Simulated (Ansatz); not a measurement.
```yaml
crystal:
  periodic: [false, false, false]
  atoms:
    - {symbol: Sn, position_ang: [-2.413687, 2.000483, -1.999796]}
    - {symbol: Ge, position_ang: [-0.353418, -1.422216, 0.949056]}
    - {symbol: C, position_ang: [3.052723, -1.120364, 1.945195]}
    - {symbol: O, position_ang: [2.852530, -2.213933, -0.537490]}
    - {symbol: H, position_ang: [-3.033671, 0.767427, -4.716214]}
    - {symbol: H, position_ang: [-5.088834, 3.272099, -0.471840]}
    - {symbol: H, position_ang: [-0.191051, 4.325306, -2.204037]}
    - {symbol: H, position_ang: [-1.893176, -3.886940, 1.439366]}
    - {symbol: H, position_ang: [3.761489, -2.432051, 3.318439]}
    - {symbol: H, position_ang: [3.950869, 0.651176, 2.075804]}
basis:
  gaussian: {orbitals: def2-mTZVPP}
hamiltonian: {xc: {name: r2SCANh}, dispersion: d3bj}
output: {forces: true}
```

```sh
$ ansatz run in.yaml --threads 4 --pin off --events-out ev --progress --plain --max-ram 10444MiB
```

Shortened log:

```
Warning: the engine holds no damping parameters fitted to this dispersion correction and functional, so the run takes those fitted to r2scanh beside the three-body term, which d3bj leaves out (hamiltonian.dispersion, under Limitations)
Functional definition: r2SCANh
1441 factors; integrals over basis functions are off by at most 6.3e-4 eV
mean field evaluation 1: about -65465.1554 eV, gradient 9.5e1 eV
mean field evaluation 2: about -64835.4359 eV, gradient 1.6e2 eV
mean field evaluation 4: about -65210.4138 eV, gradient 1.8e2 eV
mean field evaluation 8: about -65496.3449 eV, gradient 3.0e1 eV
mean field evaluation 16: about -65499.4791 eV, gradient 6.0e-1 eV
mean field evaluation 32: about -65499.4826 eV, gradient 1.1e-4 eV
mean field -65499.48260224 eV, -2407.0615884884 hartree, gradient 1.2e-6 eV, S^2 0.000000; 10 other end points of the search recorded, 0 dependent functions left out
reference -65499.48262110 eV, -2407.0615891815 hartree; 37, 37 occupied and 108, 108 virtual orbitals, 1441 factors
Total energy: -65499.54875606 eV, -2407.0640195964 hartree
Atom 0 at    -2.413687     2.000483    -1.999796 Å, force    -0.249531     0.680313    -0.891951 eV/Å
Atom 1 at    -0.353418    -1.422216     0.949056 Å, force     0.186088    -1.570315     0.135868 eV/Å
Atom 2 at     3.052723    -1.120364     1.945195 Å, force     1.553089     0.031346     0.539590 eV/Å
Atom 3 at     2.852530    -2.213933    -0.537490 Å, force    -0.566032     0.878846     1.882959 eV/Å
Atom 4 at    -3.033671     0.767427    -4.716214 Å, force     0.323478     0.689920     1.460327 eV/Å
Atom 5 at    -5.088834     3.272099    -0.471840 Å, force     0.977249    -0.487877    -0.570162 eV/Å
Atom 6 at    -0.191051     4.325306    -2.204037 Å, force    -0.959644    -1.008758     0.068353 eV/Å
Atom 7 at    -1.893176    -3.886940     1.439366 Å, force     1.063398     1.599721    -0.338910 eV/Å
Atom 8 at     3.761489    -2.432051     3.318439 Å, force    -0.988776     2.180315    -2.151271 eV/Å
Atom 9 at     3.950869     0.651176     2.075804 Å, force    -1.339318    -2.993512    -0.134804 eV/Å
Dipole moment:    -0.744368     0.401929     0.701712 e Å
```

Problem. What is wrong with this run?

Solution. The coordinates are in bohr but typed as ångström. Self-consistency was reached. The result belongs to that input, not to the molecule as meant.
